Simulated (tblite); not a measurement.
C₄H₇ClSSi.
SMILES with atom numbers: `[S:1]=[C:2]1[CH2:3][SiH2:4][C@H:5]([Cl:6])[CH2:7]1` (hydrogens: H8, H9 on C3; H10, H11 on Si4; H12 on C5; H13, H14 on C7)

The geometry is computed with GFN2-xTB (gas phase).

Q: What internal coordinates does the optimisation give?

A: 
| bond | length (Å) | order |
| --- | --- | --- |
| S1=C2 | 1.620 | double |
| C2–C3 | 1.490 | single |
| C3–Si4 | 1.912 | single |
| Si4–C5 | 1.925 | single |
| C5–Cl6 | 1.799 | single |
| C5–C7 | 1.527 | single |
| C2–C7 | 1.497 | single |
| C3–H8 | 1.093 | single |
| C3–H9 | 1.088 | single |
| Si4–H10 | 1.455 | single |
| Si4–H11 | 1.464 | single |
| C5–H12 | 1.088 | single |
| C7–H13 | 1.091 | single |
| C7–H14 | 1.096 | single |

Orders are formal, as drawn. A selection of angles:
| angle | degrees |
| --- | --- |
| S1–C2–C3 | 123.6 |
| S1–C2–C7 | 123.5 |
| C3–C2–C7 | 112.9 |
| C2–C3–Si4 | 105.4 |
| C2–C3–H8 | 108.2 |
| C2–C3–H9 | 110.7 |
| Si4–C3–H8 | 109.5 |
| Si4–C3–H9 | 116.2 |
| H8–C3–H9 | 106.5 |
| C3–Si4–C5 | 92.4 |
| C3–Si4–H10 | 114.2 |
| C3–Si4–H11 | 112.1 |
| C5–Si4–H10 | 111.8 |
| C5–Si4–H11 | 110.6 |
| H10–Si4–H11 | 113.9 |
| Si4–C5–Cl6 | 107.9 |
| Si4–C5–C7 | 105.7 |
| Si4–C5–H12 | 117.2 |
| Cl6–C5–C7 | 109.0 |
| Cl6–C5–H12 | 105.4 |
| C7–C5–H12 | 111.5 |
| C5–C7–H13 | 112.3 |
| C5–C7–H14 | 108.2 |
| C2–C7–C5 | 108.3 |
| C2–C7–H13 | 111.1 |
| C2–C7–H14 | 108.5 |
| H13–C7–H14 | 108.2 |

Dihedral angles: S1–C2–C3–Si4 -147° (anticlinal); C2–C3–Si4–C5 -9° (synperiplanar); C3–Si4–C5–Cl6 103° (anticlinal); Si4–C5–C7–C2 33° (synclinal); S1–C2–C7–C5 134° (anticlinal).

Si4 (SiH2 silicon) has angles from 92.4° to 114.2°. The 5-membered ring C2–C3–Si4–C5–C7 has internal angles of 92.4° to 112.9°; it is puckered, 0.16 Å rms from its mean plane, widest ring torsion 44°. The C–C distances run from 1.490 Å (C2–C3, drawn single) to 1.527 Å (C5–C7, drawn single), a spread of 0.037 Å.

Point group: C1 (no symmetry element, even within 0.4 Å). Its GFN2-xTB frequencies are all real (lowest 51 cm⁻¹). One conformer, not necessarily the lowest. 3 starts were optimised and ended at 0.00, 0.02 and 0.17 kcal/mol (GFN2-xTB); the lowest of these is shown.
